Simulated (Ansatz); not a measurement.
Two shapes of doublet BF3(+).

Shape 1:

```xyz
4

B    -0.5171   -0.1110    0.4249
F     0.3631   -0.7914    1.0687
F     1.2033    0.2929   -0.9247
F    -1.2862    0.6057   -0.3811
```

Shape 2:

```xyz
4

B    -0.6062   -0.1370    0.4608
F     0.2130   -0.6732    1.3101
F     1.7269    0.4582   -1.4115
F    -1.6091    0.3371   -0.1561
```

Basis set: def2-SVP (spherical functions). Left uncorrelated: 4 orbitals. Charge 1, multiplicity 2.

Computed with Ansatz (development build ahead of 0.2.0); each method stands on the lowest determinant of its kind that the runs found.

Problem. Which shape is lower in energy, and by how much in each method?

Solution.

```tsv
method	E(2) − E(1) (eV)
UHF	-0.225
UHF-MP2	-0.143
PBE0 (unrestricted)	-0.039
```

Shape 2 is lower. Caution for PBE0 (unrestricted): charge can spread falsely over distant fragments.
